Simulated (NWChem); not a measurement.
AlH$_{2}$O$_{2}$, doublet; SMILES [OH][Al][OH]

```xyz
5

Al     0.0000     0.0000    -0.5171
O     -1.5390     0.0000     0.2662
H     -1.6545     0.0000     1.2319
O      1.5390     0.0000     0.2662
H      1.6545     0.0000     1.2319
```
Atoms are numbered in this order, from 1.

Computed with NWChem. Spin-unrestricted. In the optimisation the excess spin sits in a1 (C2v, its own frame). Coordinates come from a PBE-D3(BJ)/def2-SVP, spin-unrestricted optimisation. The spin multiplicity was typed, not searched, and may not be the lowest. No stability test was run on the SCF state. Level MN15/def2-SVP: energy and gradient on several grids; changes count from the extra-fine grid, which is no exact limit either.

```csv
grid,size of the energy change (μHa),largest change of a gradient component (μHa/bohr)
xcoarse,40000,3000
coarse,60,600
medium,30,90
fine,< 10,< 30
xfine,< 10,< 30
```
